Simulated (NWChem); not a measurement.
Species: hydrogen bromide (HBr); SMILES Br

```xyz
2

Br     0.0000     0.0000     0.0493
H      0.0000     0.0000    -1.3730
```
Atoms are numbered in this order, from 1.

Geometry: optimised at PBE0/def2-SVP.

Spin-orbit effects, on the heavy nuclei and on their neighbours, are missing.

Give the principal values of the shielding tensors (ppm) of Br1 from PBE/pcSseg-1, GIAO (NWChem), with their diamagnetic and paramagnetic parts as GIAO splits them.


```tsv
atom	σ11	σ22	σ33	isotropic	diamagnetic	paramagnetic
Br1	2263.8	2263.8	3126.2	2551.3	3121.5	-570.2
```
